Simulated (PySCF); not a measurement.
Species: C₆H₈O.
SMILES: `CC=C=CC(C)=O`

Torsions of this conformer, `[CH3:1][CH:2]=[C:3]=[CH:4][C:5]([CH3:6])=[O:7]`: C3–C4–C5–C6 2°.

The closed-shell ground state was solved at several levels (PySCF, density fitting, gas phase, non-relativistic). Isolated species at its GFN2-xTB geometry (one conformer only).

| level | basis functions | HOMO (eV) | LUMO (eV) | gap (eV) | dipole (D) |
| --- | --- | --- | --- | --- | --- |
| B3LYP/def2-SVPD | 207 | -6.91 | -1.68 | 5.23 | 4.39 |
| PBE0/pcSseg-1 | 159 | -7.09 | -1.38 | 5.71 | 4.24 |

Question: Estimate the row for PBE0/def2-SVPD, a basis of 207 functions; the other rows only guide the guess.

Answer: HOMO -7.14 eV, LUMO -1.45 eV, gap 5.69 eV, dipole 4.39 D.

Question: Over all these levels, which gives the widest orbital gap and which the narrowest?

Answer: PBE0/pcSseg-1 (global hybrid, 25 % exact exchange) has the widest, 5.71 eV, and B3LYP/def2-SVPD (global hybrid, 20 % exact exchange) the narrowest, 5.23 eV. Functional and basis both differ between the two, so the spread mixes both effects.

Question: How far do the dipole and the HOMO energy spread over the levels?

Answer: The dipole runs from 4.24 to 4.39 D (mean 4.34 D) and the HOMO from -7.14 to -6.91 eV.
